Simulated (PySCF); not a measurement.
C10H7N3, SMILES C1=CC=C2N3C(=NC=C2)C=CN=C31. Atoms are numbered in the order given.

```xyz
20

C     -0.4976    -2.7401     0.0000
C      0.8014    -2.2822     0.0000
C      1.0895    -0.8915     0.0000
N      2.3510    -0.4706     0.0000
C      2.5859     0.8483     0.0000
C      1.5958     1.8039     0.0000
C      0.2330     1.4041     0.0000
N     -0.7455     2.2937     0.0000
C     -2.0186     1.8503     0.0000
C     -2.3602     0.5239     0.0000
C     -1.3289    -0.4640     0.0000
C     -1.5684    -1.8369     0.0000
N     -0.0058     0.0058     0.0000
H     -0.6958    -3.8146     0.0000
H      1.6658    -2.9438     0.0000
H      3.6397     1.1498     0.0000
H      1.7972     2.8733     0.0000
H     -2.7961     2.6223     0.0000
H     -3.3976     0.1913     0.0000
H     -2.6038    -2.1755     0.0000
```
Charge 0, spin multiplicity 1.

Geometry optimised at B3LYP-D3(BJ)/def2-SVP.

All values below come from B3LYP-D3(BJ)/def2-SVP in PySCF.

Frequencies are harmonic and unscaled.

Computed normal modes with their intensities:
```tsv
mode	ν (cm⁻¹)	IR (km/mol)	moving atoms (share of kinetic energy)
1	129	0.4	C 59 %, N 27 %, H 13 %
2	139	0.6	C 67 %, N 19 %, H 14 %
3	222	3.6	C 58 %, N 27 %, H 15 %
4	239	3.7	C 50 %, N 31 %, H 19 %
5	448	8.6	C 61 %, N 26 %, H 13 %
6	464	8.3	C 56 %, N 34 %, H 10 %
7	476	9.0	N 48 %, C 34 %, H 18 %
8	479	0.2	C 58 %, H 26 %, N 16 %
9	487	0.5	C 80 %, N 15 %
10	493	0.0	C 66 %, H 23 %, N 12 %
11	509	0.5	C 83 %, N 9 %, H 8 %
12	603	2.8	C 61 %, N 34 %
13	648	0.1	C 81 %, N 10 %, H 8 %
14	696	4.3	C 67 %, H 26 %
15	710	1.5	C 59 %, H 31 %, N 10 %
16	763	6.1	H 78 %, C 21 %
17	789	0.4	C 80 %, N 10 %, H 10 %
18	814	43.7	H 68 %, C 21 %, N 11 %
19	827	2.3	H 60 %, C 34 %
20	842	16.4	C 58 %, N 31 %, H 11 %
21	845	9.2	C 66 %, N 22 %, H 12 %
22	858	51.9	C 67 %, N 21 %, H 12 %
23	869	0.1	H 58 %, C 39 %
24	998	0.3	H 70 %, C 30 %
25	1005	0.3	H 70 %, C 30 %
26	1013	0.1	H 74 %, C 25 %
27	1060	22.8	N 40 %, C 40 %, H 20 %
28	1068	19.1	C 50 %, N 29 %, H 20 %
29	1102	1.6	H 51 %, C 43 %
30	1110	1.0	H 43 %, C 37 %, N 20 %
31	1123	16.8	H 56 %, N 34 %, C 10 %
32	1145	22.8	H 52 %, N 32 %, C 17 %
33	1186	6.1	H 48 %, C 30 %, N 22 %
34	1230	3.0	C 57 %, H 28 %, N 15 %
35	1253	0.8	H 58 %, C 37 %
36	1289	31.8	C 49 %, H 43 %, N 8 %
37	1305	67.6	C 48 %, H 38 %, N 14 %
38	1329	32.1	C 48 %, H 34 %, N 18 %
39	1392	30.2	C 67 %, H 26 %
40	1429	15.3	C 46 %, H 38 %, N 16 %
41	1444	0.4	C 49 %, H 44 %
42	1521	10.9	C 73 %, H 22 %
43	1577	10.6	C 74 %, N 14 %, H 11 %
44	1627	104.5	C 75 %, N 18 %
45	1631	72.4	C 82 %, H 9 %, N 9 %
46	1685	678.4	C 84 %, N 12 %
47	1694	571.7	C 85 %, N 11 %
48	3156	33.4	H 92 %, C 8 %
49	3160	27.0	H 92 %, C 8 %
50	3191	10.7	H 92 %, C 8 %
51	3220	0.0	H 91 %, C 9 %
52	3224	3.2	H 91 %, C 9 %
53	3239	0.3	H 91 %, C 9 %
54	3243	0.1	H 91 %, C 9 %
```
